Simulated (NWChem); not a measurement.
The numbers come from NWChem runs, not from measurements. System: H2B3O3, charge 0, spin multiplicity 2, at a geometry optimised with UPBE0/def2-SVP. The structure started from a generated list of species. Its SCF solution wasn't tested for a lower state. Level: UMP2/def2-TZVP, 6 core orbitals frozen.

Input file:

```
start mol
memory heap 200 mb stack 900 mb global 1100 mb
geometry units angstroms nocenter noautoz
  B      0.000000     0.000000    -1.418767
  O     -1.186955     0.000000    -0.750126
  B     -1.194374     0.000000     0.626169
  O      0.000000     0.000000     1.297495
  B      1.194374     0.000000     0.626169
  O      1.186955     0.000000    -0.750126
  H     -2.234048     0.000000     1.227101
  H      2.234048     0.000000     1.227101
  symmetry group C2v
end
basis spherical
  * library def2-tzvp
end
scf
  uhf
  nopen 1
  maxiter 100
  thresh 1e-7
  semidirect memsize 60000000 filesize 0
  # guess.movecs holds the orbitals of an unrestricted PBE0 run
  vectors input guess.movecs output mol.movecs
end
mp2
  freeze core 6
end
task mp2 energy
```

Part of the output:

```
             Northwest Computational Chemistry Package (NWChem) 7.3.0
             --------------------------------------------------------

                                NWChem Input Module
                                -------------------

 Scaling coordinates for geometry "geometry" by  1.889725989
 (inverse scale =  0.529177249)

 Turning off AUTOSYM since
 SYMMETRY directive was detected!

                             Geometry "geometry" -> ""
                             -------------------------

 Output coordinates in angstroms (scale by  1.889725989 to convert to a.u.)

  No.       Tag          Charge          X              Y              Z
 ---- ---------------- ---------- -------------- -------------- --------------
    1 B                    5.0000     0.00000000     0.00000000    -1.41876700
    2 O                    8.0000    -1.18695500     0.00000000    -0.75012600
    3 B                    5.0000    -1.19437400     0.00000000     0.62616900
    4 O                    8.0000     0.00000000     0.00000000     1.29749500
    5 B                    5.0000     1.19437400     0.00000000     0.62616900
    6 O                    8.0000     1.18695500     0.00000000    -0.75012600
    7 H                    1.0000    -2.23404800     0.00000000     1.22710100
    8 H                    1.0000     2.23404800     0.00000000     1.22710100

 Effective nuclear repulsion energy (a.u.)     192.8018086460

            Nuclear Dipole moment (a.u.)
            ----------------------------
        X                 Y               Z
 ---------------- ---------------- ----------------
     0.0000000000     0.0000000000     0.0000018897

      Symmetry information
      --------------------

 Group name             C2v
 Group number             16
 Group order               4
 No. of unique centers     5

      Symmetry unique atoms

     1    2    3    4    7


 Summary of "ao basis" -> "" (spherical)
 ------------------------------------------------------------------------------
       Tag                 Description            Shells   Functions and Types
 ---------------- ------------------------------  ------  ---------------------
[...]
  mp2_eaftype                   353  avail_ma_in_mb                   745
 EAF : mp2_eaftype filesize         353   46388946.
  mp2_eaf for kh                   353
 Done maket at       43.3s
 Done multipass loop at       43.3s

 GA uses MA = F    GA memory limited = T

 Available:
  local mem=  1.26D+08
 global mem=  1.44D+08
 local disk=  0.00D+00
  mp2_memr nvloc                   178
  nvloc new                   178
   1 passes of  14:        5242880                     204526                 163227700.
   1 passes of  14: M    126043123           G      144100792           F     120800243.
  mp2_memr nvloc                   178
  nvloc new                   178
   2 passes of   7:        5242880                     142251                  81647345.
   2 passes of   7: M    126043123           G      144100792           F     120800243.

 Semi-direct pass number   1 of   2  for UHF beta        at       43.4s
  vrange nnbf                 19257
  mp2_eaftype                   311  avail_ma_in_mb                  1098
 EAF : mp2_eaftype filesize         311   40823672.
  mp2_eaf for mointskh                    311
Node 0 wrote    192.0 Mb in      0.0 s     Agg I/O rate:  8127.4 Mb/s
 Done moints_semi at       55.8s
  mp2_eaftype                   311  avail_ma_in_mb                   787
 EAF : mp2_eaftype filesize         311   40823672.
  mp2_eaf for kh                   311
 Done maket at       56.1s
 Semi-direct pass number   2 of   2  for UHF beta        at       56.1s
  vrange nnbf                 19257
  mp2_eaftype                   311  avail_ma_in_mb                   787
 EAF : mp2_eaftype filesize         311   40823672.
  mp2_eaf for mointskh                    311
Node 0 wrote    192.0 Mb in      0.0 s     Agg I/O rate:  6911.9 Mb/s
 Done moints_semi at       68.9s
  mp2_eaftype                   311  avail_ma_in_mb                   787
 EAF : mp2_eaftype filesize         311   40823672.
  mp2_eaf for kh                   311
 Done maket at       69.2s
 Done multipass loop at       69.2s

          -------------------------------------------
          SCF energy                -300.176872506944
          Correlation energy          -0.926412971349
          Singlet pairs                0.000000000000
          Triplet pairs                0.000000000000
          Total MP2 energy          -301.103285478293
          -------------------------------------------

          ---------------------------------------------------
                    Spin Component Scaled (SCS) MP2
          Same spin pairs                     -0.239152437171
          Same spin scaling factor             0.333333333333
          Opposite spin pairs                 -0.687260534179
          Opposite spin scaling fact.          1.200000000000
          SCS-MP2 correlation energy          -0.904430120071
          Total SCS-MP2 energy              -301.081302627015
          ---------------------------------------------------

 -----------------------
 Performance information
 -----------------------

 Timer overhead =  1.19D-07 seconds/call

               Nr. of calls         CPU time (s)                 Wall time (s)                GFlops
             ---------------    -------------------     ------------------------------   -------------------
Name         Min   Avg   Max    Min     Avg     Max     Min     Avg     Max   Mx/calls   Min     Max     Sum
mp2: moin     4     4     4    50.     50.     50.      50.     50.     50.     13.      0.0     0.0     0.0
mp2: make     4     4     4    1.3     1.3     1.3      1.3     1.3     1.3    0.33      0.0     0.0     0.0
mp2: tota     1     1     1    52.     52.     52.      52.     52.     52.     52.      0.0     0.0     0.0

 The average no. of pstat calls per process was 9.00D+00
 with a timing overhead of 1.07D-06s

 Task  times  cpu:       69.2s     wall:       69.2s

 Total times  cpu:       69.2s     wall:       69.2s
```
